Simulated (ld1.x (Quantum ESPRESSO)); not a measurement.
# Varying the PAW potential for Ru

Base potential:

```
Element                 : ruthenium
Generator               : ld1.x (Quantum ESPRESSO) 7.5
Type                    : PAW
Functional              : revPBE
Relativity              : scalar-relativistic
Frozen core             : [Kr]
Valence charge          : 8
Reference configuration : 4d7 5s1 5p0
Partial waves           : 5s (bound): rcut 1.80, rcutus 2.50 bohr; 5s channel at 0.1 Ry: rcut 1.80, rcutus 2.50 bohr; 5p (bound, empty): rcut 2.95, rcutus 3.60 bohr; 5p channel at 4.5 Ry: rcut 2.95, rcutus 3.60 bohr; 4d (bound): rcut 1.95, rcutus 2.10 bohr; 4d channel at 3.45 Ry: rcut 1.95, rcutus 2.10 bohr; 4f channel at 0.2 Ry: rcut 3.05, rcutus 4.10 bohr; 4f channel at 1.65 Ry: rcut 3.05, rcutus 4.10 bohr
Local potential         : all-electron potential smoothed inside 2.15 bohr (lloc = -1)
Core correction         : a·sin(br)/r model core, default radius (core density twice the valence density)
Augmentation charge     : PSQ, radius 1.70 bohr
```

All-electron outer shells of the reference configuration (revPBE, scalar-relativistic, ld1.x):

```csv
shell,level (eV),outermost node (bohr),outermost maximum (bohr)
4s,-76.31,0.48,0.92
4p,-46.36,0.49,0.98
4d,-5.14,0.48,1.21
5s,-4.14,1.24,2.73
5p,-0.88,1.41,4.02
```

Cutoffs, loose and tight: the cutoffs (Ry, on a coarse ladder) from which the occupation-weighted sum of valence levels, in a spherical-Bessel basis at the reference potential, stays within 10 and 1 mRy of its value at 400 Ry. They do not see the model core or the augmentation charge, which bear on the density cutoff. Test errors are all-electron minus pseudo excitation energies from the reference, over the configurations 4d7 5s0 5p0; 4d6 5s0 5p0; 4d5 5s0 5p0; 4d7 5s0 5p1; 4d6 5s1 5p1; 4d7 5s0.5 5p0; 4d6 5s1 5p0. A dash means not determined; rows that change the core or the reference have their own tests.

```tsv
change	outcome	cutoff, loose	cutoff, tight	bound ghosts	largest test error (meV)
base	generated	25 Ry	40 Ry	none	test run stopped at test 1 of 7 (negative rho)
waves 4f channel at 0.2 Ry: rcut 3.05, rcutus 3.74 bohr; 4f channel at 1.65 Ry: rcut 3.05, rcutus 3.74 bohr	generated	25 Ry	40 Ry	none	test run stopped at test 1 of 7 (negative rho)
reference 4d6 5s0 5p0; removed wave 4f channel at 1.65 Ry: rcut 3.05, rcutus 4.10 bohr	failed: new_paw_hamiltonian: negative rho	–	–	–	–
core [Ar] 3d10, valence charge 16; reference 4s2 4p6 4d7 5s1 5p0; waves now 4s (bound): rcut 1.35, rcutus 1.80 bohr; 5s (bound): rcut 1.35, rcutus 1.80 bohr; 4p (bound): rcut 1.50, rcutus 1.85 bohr; 5p (bound): rcut 1.50, rcutus 1.85 bohr; 4d (bound): rcut 1.90, rcutus 2.00 bohr; 4d channel at 3.45 Ry: rcut 1.90, rcutus 2.00 bohr; 4f channel at 0.2 Ry: rcut 1.20, rcutus 1.45 bohr; local potential all-electron potential smoothed inside 1.35 bohr (lloc = -1); augmentation PSQ, radius 1.10 bohr	failed: new_paw_hamiltonian: negative rho	–	–	–	–
local potential all-electron potential smoothed inside 3.78 bohr (lloc = -1)	generated	25 Ry	40 Ry	none	test run stopped at test 1 of 7 (negative rho)
wave 5p channel at 4.5 Ry: rcut 2.95, rcutus 3.60 bohr becomes 5p channel at 0.01 Ry: rcut 2.95, rcutus 3.60 bohr	generated	25 Ry	40 Ry	none	test run stopped at test 1 of 7 (negative rho)
waves 5s (bound): rcut 1.80, rcutus 2.06 bohr; 5s channel at 0.1 Ry: rcut 1.80, rcutus 2.06 bohr	failed: new_paw_hamiltonian: negative rho	–	–	–	–
functional PBE	generated	25 Ry	40 Ry	none	test run stopped at test 1 of 7 (negative rho)
augmentation PSQ, inside the norm-conserving radii	generated	25 Ry	40 Ry	none	-413
local potential all-electron potential smoothed inside 3.30 bohr (lloc = -2)	generated	25 Ry	40 Ry	none	test run stopped at test 1 of 7 (negative rho)
```

Task: What comes out with this change to the base: type RRKJ; waves now 5p (bound): rc 3.60 bohr; 4d (bound): rc 2.10 bohr; 4f channel at 0.2 Ry: rc 4.10 bohr; 5s (bound): rc 2.50 bohr; local potential the s channel; rho0 0.005?

Result: outcome: generated; cutoff, loose: 35 Ry; cutoff, tight: 40 Ry; bound ghosts: none; largest test error (meV): -639.
